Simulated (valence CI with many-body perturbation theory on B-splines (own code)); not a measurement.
**Nd⁺: configurations and terms from energies and g**

Method: valence CI with perturbative core correlation (CI+MBPT): five valence electrons over a frozen Dirac-Fock core [Xe], a basis of 7 s, 7 p, 7 d, 7 f, 4 g, 2 h functions for each j, with the one-electron correlation potential Σ1 (screened to all orders), the two-electron term Σ2, the three-electron term Σ3, Breit, model QED; selected single and double excitations, second order for the rest (own B-spline code, finite nucleus).

Against 23 measured levels this calculation errs by 2439 cm⁻¹ on average and by 4380 at most. These come from a selection out of the NIST Handbook of Basic Atomic Spectroscopic Data. Levels without a partner in it may be off by more, other configurations by several thousand cm⁻¹. Not all symmetries were solved, so the list stops early. Among the levels kept, up to 2800 cm⁻¹ of a level comes from second order outside the variational space, and about a tenth of that is noise between levels of different J, which matters for small intervals. Only levels of the ground parity were solved; by the run's estimate the other parity begins above the list, which can be wrong where configurations are misplaced. 19 measured levels below the end of the list, from 8010 cm⁻¹ on, found no clear computed partner, and computed levels of the same name lie up to 4383 cm⁻¹ from them.

| No. | J | Parity | E (cm⁻¹) | g |
| --- | --- | --- | --- | --- |
| 1 | 7/2 | even | 0.0 | 0.450 |
| 3 | 11/2 | even | 1497 | 1.022 |
| 5 | 13/2 | even | 2664 | 1.152 |
| 6 | 11/2 | even | 3040 | 0.979 |
| 7 | 15/2 | even | 3854 | 1.234 |
| 8 | 13/2 | even | 4524 | 1.110 |
| 9 | 17/2 | even | 5140 | 1.290 |
| 10 | 15/2 | even | 5921 | 1.197 |
| 11 | 11/2 | even | 8419 | 0.628 |
| 12 | 13/2 | even | 9436 | 0.857 |
| 13 | 1/2 | even | 9510 | -0.638 |
| 15 | 9/2 | even | 10106 | 0.576 |
| 17 | 15/2 | even | 10564 | 1.006 |
| 21 | 11/2 | even | 10996 | 0.853 |

Energies count from the lowest level. Strongly mixed levels and levels close to another of their J and parity are left out, so the numbers can have gaps.

Q: Give configuration and LS term of each level.

A: 1: 4f4 6s 6I; 3: 4f4 6s 6I; 5: 4f4 6s 6I; 6: 4f4 6s 4I; 7: 4f4 6s 6I; 8: 4f4 6s 4I; 9: 4f4 6s 6I; 10: 4f4 6s 4I; 11: 4f4 5d 6L; 12: 4f4 5d 6L; 13: 4f4 6s 6F; 15: 4f4 5d 6K; 17: 4f4 5d 6L; 21: 4f4 5d 6K.
